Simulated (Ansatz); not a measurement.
`C=CC#C[SeH]` + H₂ → `C#CC=C` + H₂Se  (hydrogenolysis of a C–Se bond)

Calculated with Ansatz (gas phase, PBE0-D4/def2-TZVP geometries, no zero-point term in ΔE). CCSD(T)/CBS is the MP2 limit (def2-TZVPP, def2-QZVPP) plus CCSD(T) − MP2 in def2-TZVPP, frozen cores. This one scheme is used for every species. DFT in def2-TZVPP. B3LYP here is the variant with VWN-RPA as its local correlation; programs differ in this. For Se outer-core shells are correlated without core-valence functions, which leaves a few kJ/mol of doubt a bond. Scalar relativity is left out up to krypton. Each species was taken in one conformer, which may not be the lowest.

(1) Is it downhill or uphill in electronic energy at CCSD(T)/CBS, and by how much? (Best estimate.)

(2) What do these levels give: ωB97X-V, ωB97M-V, PBE, r2SCAN, PBE0, B3LYP, HF/def2-TZVPP, CCSD/def2-TZVPP, CCSD(T)/def2-TZVPP, HF/def2-QZVPP, MP2/def2-QZVPP, CCSD/CBS(def2)? (Estimate.)

Largest T1 diagnostic among the species: 0.012.

Results:

(1) The calculation gave: Downhill: ΔE = -59.6 kJ/mol.

(2) Computed: ωB97X-V -59.9, ωB97M-V -61.2, PBE -48.8, r2SCAN -51.3, PBE0 -56.7, B3LYP -61.8, HF/def2-TZVPP -83.7, CCSD/def2-TZVPP -64.0, CCSD(T)/def2-TZVPP -57.3, HF/def2-QZVPP -83.9, MP2/def2-QZVPP -47.2, CCSD/CBS(def2) -66.2 kJ/mol.

The D4 term adds +7.4 kJ/mol with B3LYP and +4.1 kJ/mol with PBE0; it sums over pairs of atoms, weighted by their polarisabilities, and B3LYP, whose exchange is more repulsive, gets the larger term. In def2-TZVPP, CCSD(T) changes the Hartree–Fock value by +26.4 kJ/mol (the triples alone add +6.6 kJ/mol) and MP2 by +37.9 kJ/mol. From PBE to PBE0 (25 % exact exchange), in def2-TZVPP and without D4, ΔE moves by −7.9 kJ/mol.
